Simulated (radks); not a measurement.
Spherical jellium clusters: N electrons in a uniform positive sphere of charge N and radius rs N^(1/3), rs = 2.58 bohr. Method: non-relativistic Kohn-Sham, PBEsol, spin-polarised, spherical densities; computed with a radial shooting solver with Libxc functionals. Levels are named by radial order and angular momentum (1s, 1p, 1d, 2s, ...), and open shells are averaged over m.

N = 6, configuration 1s2 1p(up 3, down 1). This is the lowest configuration that the search found. Occupied and some empty levels:

level,occupation,eigenvalue (eV),<r> (bohr)
1s up,1,-7.3282,3.319
1s down,1,-6.6967,3.257
1p up,3,-4.1596,4.340
1p down,1,-3.4306,4.402
2s up,0,-1.0905,6.965
1d up,0,-0.98112,5.906

Energy (eV): total -6.12870, kinetic 21.171, external -234.01, Hartree 110.25, exchange-correlation -28.911, background 125.37.
